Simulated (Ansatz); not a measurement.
Relaxation of BrClGaH$_{4}$N (8 atoms, charge 0, multiplicity 1), to a largest force component of 0.03 eV/Å in at most 50 steps.

Level of theory: Ansatz, RKS PBE0-D4/def2-SVP.

```xyz
8
Properties=species:S:1:pos:R:3
Ga 0.095 -0.576 -0.539
N 0.056 -0.096 2.528
H -0.794 0.058 3.066
H 0.819 0.387 2.995
Cl 1.934 0.384 -1.065
H -1.307 -0.036 -0.941
Br 0.374 -2.777 0.351
H 0.260 -1.113 2.544
```

**Question.** Where does it end, and by what steps?

**Answer.** The forces met the threshold. After 8 steps the energy has fallen by 0.974 eV; H4 moved furthest, 0.70 Å. Joined: Ga1–N2 (3.10 → 2.10 Å).

```json
{"step": "0", "energy less start (eV)": "0.0000", "largest force component (eV/Å)": "1.008", "accepted": "yes"}
{"step": "1", "energy less start (eV)": "-0.2902", "largest force component (eV/Å)": "0.721", "accepted": "yes"}
{"step": "2", "energy less start (eV)": "-0.5641", "largest force component (eV/Å)": "0.794", "accepted": "yes"}
{"step": "3", "energy less start (eV)": "-0.8070", "largest force component (eV/Å)": "0.811", "accepted": "yes"}
{"step": "4", "energy less start (eV)": "-0.9369", "largest force component (eV/Å)": "1.045", "accepted": "yes"}
{"step": "5", "energy less start (eV)": "-0.9559", "largest force component (eV/Å)": "0.305", "accepted": "yes"}
{"step": "6", "energy less start (eV)": "-0.9695", "largest force component (eV/Å)": "0.200", "accepted": "yes"}
{"step": "7", "energy less start (eV)": "-0.9732", "largest force component (eV/Å)": "0.044", "accepted": "yes"}
{"step": "8", "energy less start (eV)": "-0.9737", "largest force component (eV/Å)": "0.013", "accepted": "yes"}
```

```xyz
8
Properties=species:S:1:pos:R:3
Ga 0.034 -0.599 0.065
N 0.097 -0.218 2.128
H -0.755 0.173 2.531
H 0.868 0.431 2.299
Cl 1.872 0.487 -0.409
H -1.319 -0.037 -0.467
Br 0.332 -2.907 0.189
H 0.307 -1.098 2.603
```

Whether the end is a true minimum wasn't checked by a vibrational analysis.

Time of the run: 18 s on 4 threads of Arm Neoverse V2, with other jobs on the host, peak memory 0.31 GiB.
